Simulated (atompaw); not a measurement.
# An all-electron radial function and its pseudo partner (Pt (Z = 78))

Columns: radius, all-electron u(r) and pseudo u(r) of the 6p shell (level -1.36 eV) of platinum in the configuration [Xe] 4f14 5d9 6s0.5 6p0.5; PBEsol, scalar-relativistic, PAW (atompaw) scheme, atompaw 4.2.0.5.

| r (bohr) | all-electron | pseudo |
| --- | --- | --- |
| 0.112 | -0.0642 | 0.0015 |
| 0.223 | 0.0147 | 0.0060 |
| 0.335 | 0.1103 | 0.0133 |
| 0.446 | 0.0621 | 0.0234 |
| 0.558 | -0.0408 | 0.0362 |
| 0.669 | -0.1269 | 0.0513 |
| 0.781 | -0.1740 | 0.0686 |
| 0.892 | -0.1821 | 0.0878 |
| 1.004 | -0.1606 | 0.1087 |
| 1.115 | -0.1198 | 0.1308 |
| 1.227 | -0.0675 | 0.1542 |
| 1.338 | -0.0108 | 0.1781 |
| 1.450 | 0.0470 | 0.2026 |
| 1.562 | 0.1030 | 0.2273 |
| 1.673 | 0.1550 | 0.2518 |
| 1.785 | 0.2032 | 0.2761 |
| 1.896 | 0.2463 | 0.2996 |
| 2.008 | 0.2852 | 0.3225 |
| 2.119 | 0.3193 | 0.3443 |
| 2.231 | 0.3494 | 0.3651 |
| 2.342 | 0.3752 | 0.3843 |
| 2.454 | 0.3976 | 0.4023 |
| 2.565 | 0.4164 | 0.4184 |
| 2.677 | 0.4322 | 0.4328 |
| 2.788 | 0.4452 | 0.4453 |
| 2.900 | 0.4557 | 0.4557 |

(1) How many radial nodes do the two functions have?

(2) Is the pseudo-wave norm-conserving?

Results:

(1) The all-electron 6p function has n − l − 1 = 4 (the table is too coarse to show those close to the nucleus); the pseudo-wave has 0, since the states of the same l below it are removed with the core.

(2) No, it belongs to a PAW set: the norm inside the radius is not constrained, and the difference is carried by the augmentation charge.
